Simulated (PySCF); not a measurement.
C2H8FNSi2, SMILES C=C[Si@H](N[SiH3])F. Atoms are numbered in the order given.

```xyz
14

C      2.0754    -0.1066     1.2152
C      1.8335     0.3154    -0.0340
Si     0.1777     0.9558    -0.5878
F      0.0158     0.5088    -2.1526
N     -1.0847     0.3101     0.3961
Si    -1.3804    -1.3552     0.8563
H      1.2940    -0.1083     1.9837
H      3.0602    -0.4697     1.5301
H      2.6580     0.2971    -0.7592
H      0.0563     2.4361    -0.5713
H     -1.8328     0.9646     0.6161
H     -1.1341    -1.5916     2.3113
H     -0.4662    -2.2240     0.0694
H     -2.8006    -1.7158     0.5746
```

Geometry optimised at B3LYP-D3(BJ)/def2-SVP. The structure was generated by enumeration; whether it is a known compound was not checked. Other conformers were not sampled.

Two levels are set side by side: PBE/pcSseg-1 (PySCF) and HF/pcSseg-1 (PySCF). GIAO shifts against CFCl3 (¹⁹F), NH3 (¹⁵N), TMS (²⁹Si), TMS (¹H), TMS (¹³C) at the same level; non-relativistic, no solvent, atoms listed together averaged. Differences are taken from unrounded values.

```
quantity                  HF
--------------------  ------
δ(¹³C) of C1 (ppm)     151.2
δ(¹³C) of C2 (ppm)     141.7
δ(²⁹Si) of Si3 (ppm)   -24.2
δ(¹⁹F) of F4 (ppm)    -125.3
δ(¹⁵N) of N5 (ppm)      14.3
δ(²⁹Si) of Si6 (ppm)   -53.6
δ(¹H) of H9 (ppm)       6.50
δ(¹H) of H10 (ppm)      4.68
δ(¹H) of H11 (ppm)      0.89
```

Task: What does PBE give, and how far is it from HF? (The exact figures need the calculation; the answer reports its results.)

Result: 
```tsv
quantity	PBE	PBE minus HF
δ(¹³C) of C1 (ppm)	147.6	-3.6
δ(¹³C) of C2 (ppm)	144.1	2.4
δ(²⁹Si) of Si3 (ppm)	-14.9	9.3
δ(¹⁹F) of F4 (ppm)	-176.8	-51.5
δ(¹⁵N) of N5 (ppm)	34.3	20.0
δ(²⁹Si) of Si6 (ppm)	-57.6	-4.0
δ(¹H) of H9 (ppm)	6.67	0.17
δ(¹H) of H10 (ppm)	5.48	0.80
δ(¹H) of H11 (ppm)	1.01	0.12
```

Rough cost on one machine, each run with all the roots and properties that it gave: HF against PBE within a factor of 2.
